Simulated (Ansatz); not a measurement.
The cluster Al4Ga4. Charge 0, multiplicity 3. Geometry PBE0-D4/def2-SVP, that of the neutral singlet; atoms count from 1.

Cartesian coordinates in Å:
```
Al -1.8084 -0.4644 -0.5839
Al 0.8609 2.4515 1.2662
Al -0.8398 1.8947 -0.5290
Al -0.5480 0.1404 1.6140
Ga 0.7833 -1.7113 0.4466
Ga 2.0366 0.4552 0.3156
Ga -1.1045 -2.9263 -0.6995
Ga 0.6200 0.1601 -1.8301
```

At PBE0-D4/def2-SVP a singlet of charge 0 lies 0.81 eV below the triplet at the same geometry. That singlet is doubtful there (restricted singlet, unstable towards broken spin symmetry at other levels and untested here). The structure comes from a short search, and lower isomers may exist.

**Question.** Estimate the Mulliken populations from the PBE0/def2-SVP orbitals of Ansatz.

**Answer.** 
| atom | charge (e) | spin (α − β) |
| --- | --- | --- |
| Al1 | -0.02 | 0.20 |
| Al2 | 0.06 | 0.54 |
| Al3 | 0.02 | 0.25 |
| Al4 | -0.21 | 0.11 |
| Ga5 | -0.01 | 0.22 |
| Ga6 | 0.07 | 0.22 |
| Ga7 | 0.10 | 0.55 |
| Ga8 | -0.01 | -0.10 |
Mulliken values and Mayer orders depend strongly on the basis.

**Question.** Where does the spin sit?

**Answer.** Summed by element: Al 1.10, Ga 0.90, of 2 unpaired in all. Largest on single atoms: Ga7 0.55, Al2 0.54, Al3 0.25.

**Question.** And the Mayer bond orders between bonded heavy atoms (over 0.3)?

**Answer.** Al1–Al3 0.60 (2.55 Å); Al1–Al4 0.45 (2.60 Å); Al1–Ga7 0.56 (2.56 Å); Al1–Ga8 0.37 (2.80 Å); Al2–Al3 0.56 (2.53 Å); Al2–Al4 0.48 (2.73 Å); Al2–Ga6 0.53 (2.50 Å); Al3–Al4 0.36 (2.78 Å); Al3–Ga8 0.50 (2.61 Å); Al4–Ga5 0.49 (2.56 Å); Ga5–Ga6 0.52 (2.51 Å); Ga5–Ga7 0.56 (2.52 Å); Ga5–Ga8 0.33 (2.95 Å); Ga6–Ga8 0.54 (2.59 Å). Values over 0.3 also appear between atoms too far apart for a bond (Al1–Ga5 0.30 at 3.06 Å; Al4–Ga8 0.43 at 3.64 Å); they arise where an orbital or an unpaired electron spreads over both atoms.
